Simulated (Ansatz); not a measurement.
Basis-set extrapolation for `ClC1BC1` (PBE0-D4/def2-TZVP geometry, frozen core, Ansatz). Multiplicity 1, RHF reference.

```
                      def2-TZVPP   def2-QZVPP
                 HF  -562.228242  -562.245706
    MP2 correlation    -0.614786    -0.661772
CCSD(T) correlation    -0.684605      not run
```

Energies in hartree. Use E(X) = E(∞) + A·exp(−7.88·√X) for Hartree–Fock and E(X) = E(∞) + B·X^(−2.97) for correlation, with X = 3 and 4, and add CCSD(T) minus MP2 of the smaller set to the MP2 limit.

Task: What is the CCSD(T) energy at the basis-set limit?

Result: HF limit: -562.245706 + (-0.017464) × 0.13774 = -562.24811. MP2 limit: -0.661772 + (-0.046986) × 0.74074 = -0.69658. Higher-order term: -0.684605 − (-0.614786) = -0.06982. Total: -563.01451 hartree, 266.9 kJ/mol below CCSD(T)/def2-TZVPP.
